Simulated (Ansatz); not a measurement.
Reaction: P2H4 (SMILES PP) → P2H4+ (parent SMILES PP, doublet) + e-
Each species at its own B3LYP-D3(BJ)/def2-TZVP minimum (Ansatz, a program for electronic structure).

Wanted: adiabatic ionisation energy (electronic), in eV. Radicals and triplets start from unrestricted determinants; spin-orbit coupling is neglected. CBS(X,Y): correlation extrapolated as X^-3, Hartree-Fock from the larger set. A bracket is a step between two methods taken in the basis named. Functionals run without relativity, which enters their misses. Double hybrids freeze cores in their MP2 part. '+ core + X2C': CCSD(T) terms for core correlation (cc-pwCVTZ, 1s frozen past Ne) and scalar relativity (cc-pVTZ-DK). The UHF reference of H4P2+ (parent SMILES PP, doublet) is spin-contaminated (<S^2> up to 0.07 over the pure value in the sets run). The spin of H4P2+ (parent SMILES PP, doublet) was assumed, and the state is the lowest solution found for it.

CCSD(T)/CBS(cc-pV(T+d)Z,cc-pV(Q+d)Z) + [CCSDT(Q) - CCSD(T)]/cc-pV(T+d)Z + core + X2C (Ansatz) gives 8.86 eV.

### Question
What does PBE/def2-TZVPD (Ansatz) give here, and how do the other levels compare?

### Answer
PBE gives 8.58 eV, 0.28 eV below it. Differences of the others: r2SCAN/def2-TZVPD (Ansatz) -0.30; B3LYP/def2-TZVPD (Ansatz) -0.19; PBE0/def2-TZVPD (Ansatz) -0.23; wB97M-V/def2-TZVPD (Ansatz) -0.07; B2PLYP/def2-TZVPD (Ansatz) -0.23; CCSD(T)/CBS(cc-pV(T+d)Z,cc-pV(Q+d)Z) + core + X2C (Ansatz) 0.01 eV.
